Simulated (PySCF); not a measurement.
# Excitation energy of Pb by level of theory

Pb [Xe] 4f14 5d10 6s2 6p2 (3P) → Pb [Xe] 4f14 5d10 6s1 6p2 7s1 (5P), as a difference of total energies. All numbers are calculated (PySCF 2.14, a scalar-relativistic core potential, in aug-cc-pVQZ-PP with ECP60MDF (7s7p5d3f2g, 92 functions)). Correlated levels: valence: 5s2 5p6 5d10 frozen. The calculations carry no spin-orbit coupling.

```
           method  excitation energy (cm⁻¹)
              UHF                     77379
    MP2 (valence)                     83413
SCS-MP2 (valence)                     85626
   CCSD (valence)                     84322
CCSD(T) (valence)                     84534
```

Spin-orbit coupling is strong in these open shells (close to jj coupling). The scalar numbers leave it out and a first-order estimate fails, so it can dominate the gap to the real levels.

The upper state lies above the first ionisation limit. A Rydberg-like electron needs more diffuse functions than a valence basis has.

The promoted electron is Rydberg-like, and one or two diffuse shells describe it only roughly, which tends to raise the upper state.
